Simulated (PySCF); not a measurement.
# Heteronuclear NMR

Atom-mapped SMILES (the numbers label the heavy atoms): `[CH3:1][n:2]1[cH:3][c:4]([C:5](=[O:6])[O-:7])[cH:8][n+:9]1[CH3:10]`. Hydrogens are named by the atom that carries them.

Computed data (PySCF 2.14.0 with density-fitted response routines): geometry: GFN2-xTB, PBE0/pcSseg-1 with gauge-including orbitals. A single conformation, averaged over atoms made equivalent by symmetry, fast rotation or ring inversion, relativity neglected, isolated molecule.

Problem. Predict the ¹⁵N NMR data.

Solution. 
```
atoms                 environment  σ (ppm)  δ (ppm)
N2/N9  pyrrole-type ring nitrogen     65.9   -208.8
```

Shieldings were converted by a linear fit to measured shifts: ¹⁵N: δ = -148.07 − 0.921σ (rms 6.3 ppm, 71 shifts vs CH3NO2, solution or neat liquid). A few per cent of atoms miss by over 2 rms, more outside the fitted compound classes.

On a 300 MHz spectrometer ¹⁵N resonates near 30.4 MHz, so 1 ppm is 30.4 Hz.

Problem. Predict the ¹⁷O NMR data.

Solution. 
```
atoms         environment  σ (ppm)  δ (ppm)
O6/O7  carboxylate oxygen     20.8    247.7
```

Shieldings were converted by a linear fit to measured shifts: ¹⁷O (scatter 10.7 ppm rms, 12.2 ppm with the 3 outliers that the fit left out vs liquid water, solution or neat liquid). Occasional misses reach two or three times the rms, and more in compound classes unlike the fitted ones.

On a 400 MHz spectrometer ¹⁷O resonates near 54.2 MHz, so 1 ppm is 54.2 Hz.
